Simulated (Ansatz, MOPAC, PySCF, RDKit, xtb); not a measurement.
Noncovalent pair: CH6OSn (SMILES C[O][SnH3]) (first 9 atoms) with NH3 (SMILES N); geometry from B3LYP-D3(BJ)/def2-TZVP, rigid monomers moved along the line of their centres of mass till Sn3···N10 is 3.23 Å.
(charge 0, multiplicity 1):
```xyz
13

C     -2.39905     0.93891     1.31316
O     -1.37291     0.01229     1.60068
Sn     0.54451     0.55248     1.33345
H     -3.35935     0.45428     1.51037
H     -2.34094     1.83846     1.93862
H     -2.39361     1.26150     0.26457
H      0.30416     2.16827     0.74634
H      1.28825    -0.35540     0.09287
H      1.38799     0.64904     2.81542
N      0.29657    -2.47166     2.45349
H      0.57599    -2.69400     3.40122
H     -0.70725    -2.31626     2.43345
H      0.51890    -3.26253     1.86122
```

Counterpoise-corrected where a basis set is named; no monomer relaxation. Rows marked so take none. RDKit's UFF carries no charges.

Correlated levels freeze the cores. Filled d and f shells under p-block atoms count as core. Rows in STO-3G carry no dispersion term and start afresh at each structure; the Pople sets are all-electron and without relativity. The state reached by AM1, PM3, PM7 isn't checked; PM7 holds dispersion and hydrogen-bond terms.

The values were computed with Ansatz (an electronic-structure program) with Gaussian orbitals; MOPAC for AM1, PM3, PM7 (differences of heats of formation); PySCF for STO-3G rows, the dispersion terms; RDKit for the force fields; xtb for the GFN methods. Values without a source in brackets are computed. In def2 rows elements past Kr take small-core potentials, without spin–orbit coupling.

```json
[
 {"level": "UFF", "interaction energy (meV)": "29.5"},
 {"level": "AM1", "interaction energy (meV)": "-131.5"},
 {"level": "PM3", "interaction energy (meV)": "52.5"},
 {"level": "PM7", "interaction energy (meV)": "-28.7"},
 {"level": "GFN2-xTB", "interaction energy (meV)": "-323.0"},
 {"level": "HF/STO-3G (no counterpoise)", "interaction energy (meV)": "-284.4"},
 {"level": "PBE-D3(BJ)/def2-TZVPPD", "interaction energy (meV)": "-309.7"},
 {"level": "r2SCAN-D3(BJ)/def2-TZVPPD", "interaction energy (meV)": "-322.8"},
 {"level": "CCSD(T)/def2-SVPD", "interaction energy (meV)": "…"}
]
```

Some entries are withheld; supply them.


- CCSD(T)/def2-SVPD, interaction energy (meV): -295.4
